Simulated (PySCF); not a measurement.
**A search over the determinants of NaHg**

Unrestricted PBE0; Na def2-SVP, Hg def2-SVP with ECP60; scalar-relativistic core potentials (PySCF 2.14). Outer shells of the fragments: Na 3s1; Hg 5d10 6s2.

Followed along the bond (rough minima from three points):

| 2Ms+1 | unpaired | ⟨S²⟩ at the start | R at minimum (Å) | Te (eV) |
| --- | --- | --- | --- | --- |
| 2 | σ ↑ | 0.75 | 3.59 | 0.00 |
| 4 | σ ↑↑, π ↑ | 3.75 | 3.35 | 5.13 |
| 2 | π ↑ | 0.75 | none in the scan | ≤ 1.46 |

Solutions found at the starting distance of 2.950 Å, counted from the lowest of them; the search is not exhaustive and high or unbound solutions are not listed, so other states can lie among these:

```csv
2Ms+1,unpaired,term,E (eV),⟨S²⟩,⟨Lz²⟩,μ (D)
2,σ ↑,²Σ⁺,0.00,0.75,0.00,0.09
2,π ↑,²Π,1.40,0.75,1.00,-3.77
4,"σ ↑↑, π ↑",⁴Π,5.12,3.75,1.01,-2.58
2,"σ ↑↑, π ↓",mixed,5.85,1.75,1.00,-1.93
4,σ ↑↑↑,⁴Σ⁺,5.96,3.75,0.00,4.24
4,"σ ↑, π ↑↑",⁴Σ⁻,6.28,3.75,0.00,-5.53
4,"σ ↑, π ↑↑",mixed,8.05,3.75,2.02,1.37
4,"σ ↑, π ↑, δ ↑",mixed,9.73,3.75,3.80,-3.23
4,"σ ↑, π ↑, δ ↑",mixed,9.85,3.75,5.00,-2.88
```

A term symbol is given only where ⟨S²⟩ and ⟨Lz²⟩ are close to those of a pure state; real π, δ and φ orbitals otherwise mix terms. A positive dipole means Na(−)Hg(+).

Spin–orbit coupling is left out. Counting both spins, an empty level lies below a filled one in some of these solutions, because spin and occupation are held.
